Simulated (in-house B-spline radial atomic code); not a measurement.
Computed with a B-spline radial atomic code. Model: two electrons, singlet ground state, non-relativistic, full CI in B-splines with partial waves to l = 8 (at full coupling up to 3e-4 hartree above the limit, correlation up to 0.6 % small), density held at that of full coupling by Lieb maximisation.

Along the adiabatic connection the electron repulsion is scaled by a coupling λ while a local potential keeps the density fixed. At λ = 0 the system is the Kohn-Sham one and W equals the exchange energy; the exchange-correlation energy is the area under W between 0 and 1. The kinetic energy rises with λ as the electrons avoid each other, with dT/dλ = −λ dW/dλ.

Command:
```bash
python run_ac.py task.json out
```
Settings (lengths in bohr, energies in hartree):
```
potential              gauss
strength               2.38
lmax                   8
second                 2.58
```

Time taken, with all properties: 11 s on 1 thread of Intel(R) Xeon(R) Processor @ 2.30GHz, with other jobs on the host.

**W = mean repulsion less Hartree energy, and W of three functionals.**

Given: confinement Gaussian well; well depth 2.38 hartree; well width 2.58 bohr; external potential -V exp(-r^2/w^2).

Computed: LDA exchange minus exact 85.153 millihartree; PBE exchange minus exact 24.025 millihartree.

```tsv
coupling	W xc (hartree)	W xc minus exchange (millihartree)	kinetic minus Kohn-Sham (millihartree)	LDA (PW92) W minus its exchange (millihartree)	PBE W minus its exchange (millihartree)	SCAN W minus its exchange (millihartree)
0	-0.58156	0	0	0	0	0
0.02	-0.58348	-1.92	0.02	-10.65	-3.03	-1.87
0.05	-0.58631	-4.744	0.12	-21.32	-7.31	-4.58
0.12	?	?	?	?	?	?
0.25	-0.60352	-21.96	2.66	-64.3	-31.06	-20.76
0.4	-0.61482	-33.253	6.31	-85.64	-45.41	-31.31
0.6	-0.62807	-46.504	12.9	-107.87	-61.63	-43.78
0.8	?	?	?	?	?	?
1	-0.64968	-68.115	30	-140.71	-87.42	-64.55
1.4	-0.66647	-84.905	50.02	-164.79	-107.4	-81.23
2	-0.68557	-104	82.19	-191.67	-130.54	-100.93
3	-0.7075	-125.93	136.22	-222.86	-158.23	-124.58
4.5	-0.7282	-146.64	212.59	-253.46	-186.08	-147.65
7	-0.74828	-166.72	325.61	-284.96	-215.25	-169.92
10	-0.76233	-180.77	443.3	-308.44	-237.25	-184.63
```

**Question.** What belongs in the row 0.12?

**Answer.** W xc (hartree): -0.59264; W xc minus exchange (millihartree): -11.077; kinetic minus Kohn-Sham (millihartree): 0.65; LDA (PW92) W minus its exchange (millihartree): -39.69; PBE W minus its exchange (millihartree): -16.43; SCAN W minus its exchange (millihartree): -10.57.

**Question.** What belongs in the row 0.8?

**Answer.** W xc (hartree): -0.63959; W xc minus exchange (millihartree): -58.026; kinetic minus Kohn-Sham (millihartree): 20.94; LDA (PW92) W minus its exchange (millihartree): -125.75; PBE W minus its exchange (millihartree): -75.43; SCAN W minus its exchange (millihartree): -54.77.

**Question.** What is the SCAN exchange minus exact?

**Answer.** 2.8645 millihartree.

**Energy parts, natural occupations and partial-wave weights.**

Computed: total energy -1.9420 hartree; correlation energy -0.038114 hartree; kinetic part of the DFT correlation energy 0.030001 hartree; initial slope twice GL2 -0.096765 hartree; kinetic part over minus potential part 0.44045; Hartree energy 1.1631 hartree; Lieb Oxford ratio E_xc over LDA exchange 1.2483.

```tsv
natural	occupation of the shell (electrons)
s	1.9604
p	0.035107
s	?
d	0.00095364
p	0.00026852
f	0.00011117
```

**Question.** What belongs in the row s?

**Answer.** occupation of the shell (electrons): 0.0029539.

```json
{"wave": "s", "weight": "0.98172"}
{"wave": "p", "weight": "0.017696"}
{"wave": "d", "weight": "0.00050143"}
{"wave": "f", "weight": "?"}
{"wave": "g", "weight": "1.3569e-05"}
```

**Question.** What belongs in the row f?

**Answer.** weight: 6.2048e-05.

**Question.** What is the exchange energy?

**Answer.** -0.58156 hartree.

**Question.** What is the Kohn-Sham kinetic?

**Answer.** 0.7843 hartree.

Half-way to full coupling W has made 59 % of its drop, against 50 % for a straight line, and second-order (GL2) theory, half the initial slope, overshoots the correlation energy by about 27 %: a moderate bend, as in light atoms. Over couplings 0 to 1 the errors in E_xc come to about +33 millihartree for LDA, +11 millihartree for PBE, +5.0 millihartree for SCAN, so SCAN is nearest. In LDA and PBE the errors of exchange and correlation have opposite signs, so the sum is smaller than the larger of the two.
